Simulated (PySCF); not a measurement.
# `O=CO[C@@H]1CC[Si@@H]1Br`, C₄H₇BrO₂Si

Geometry (Å), atoms numbered from 1 in this order:
```xyz
15

O     2.421    0.498    0.135
C     2.343   -0.474   -0.578
O     1.278   -1.207   -0.736
C     0.162   -0.765    0.043
C    -1.204   -0.785   -0.646
C    -1.758    0.535   -0.067
Si    0.027    1.127    0.355
Br    0.565    2.491   -1.313
H     3.180   -0.846   -1.182
H     0.161   -1.356    0.961
H    -1.074   -0.714   -1.726
H    -1.804   -1.666   -0.428
H    -2.373    0.350    0.811
H    -2.356    1.110   -0.770
H     0.427    1.713    1.613
```

Method: TDDFT LC-wPBE/def2-SVPD circular dichroism and optical rotation, one conformer, gas phase in PySCF. Geometry: GFN2-xTB.

The molecule is flexible and this is one conformer; a measurement averages over conformers. The calculation is non-relativistic, which matters for the atoms heavier than Zn.

(1) What are the CIP labels of the stereocentres?

(2) Which excitations and rotatory strengths does the calculation give?

Answers

(1) C4 S, Si7 S.

(2) Rotatory strengths R in 10⁻⁴⁰ esu² cm², velocity form and length form (origin at the centre of mass); f in length form.
| state | E (eV) | λ (nm) | f | R (velocity) | R (length) | main |
| --- | --- | --- | --- | --- | --- | --- |
| 1 | 6.01 | 206 | 0.003 | +7.1 | +8.4 | HOMO−2→LUMO+1 0.27, HOMO−5→LUMO+1 0.22 |
| 2 | 6.70 | 185 | 0.0008 | +4.4 | +4.3 | HOMO→LUMO 0.53, HOMO→LUMO+2 0.15 |
| 3 | 7.14 | 174 | 0.014 | +14.1 | +13.9 | HOMO−1→LUMO 0.58, HOMO−1→LUMO+2 0.15 |
| 4 | 7.36 | 168 | 0.007 | -20.1 | -19.3 | HOMO→LUMO+1 0.27, HOMO−5→LUMO+1 0.13 |
| 5 | 7.64 | 162 | 0.051 | +18.6 | +16.9 | HOMO−2→LUMO 0.28, HOMO→LUMO+3 0.19 |
| 6 | 7.81 | 159 | 0.039 | +4.7 | +6.4 | HOMO→LUMO+6 0.30, HOMO→LUMO+3 0.14 |
| 7 | 7.93 | 156 | 0.042 | +5.1 | +5.2 | HOMO→LUMO+2 0.60 |
| 8 | 8.12 | 153 | 0.040 | +53.3 | +52.5 | HOMO−1→LUMO+1 0.21, HOMO−4→LUMO+1 0.11 |
| 9 | 8.27 | 150 | 0.073 | -139.3 | -137.0 | HOMO−3→LUMO 0.29, HOMO−1→LUMO+3 0.15 |
| 10 | 8.33 | 149 | 0.007 | -63.4 | -64.9 | HOMO−1→LUMO+6 0.23, HOMO−1→LUMO+3 0.13 |
| 11 | 8.46 | 147 | 0.003 | +18.9 | +18.1 | HOMO−1→LUMO+2 0.43 |
| 12 | 8.57 | 145 | 0.015 | -4.2 | -4.0 | HOMO→LUMO+4 0.17, HOMO−1→LUMO+1 0.15 |

Among the states computed, the strongest CD band (largest |R|) is state 9. The largest dissymmetry factor in size, g = 4R/(D+G), with D and G the electric and magnetic dipole strengths, is -0.1 for state 10 (velocity form, f = 0.008), among bands with |R| over 0.5. The mirror image has the same energies and oscillator strengths and all R with the opposite sign.
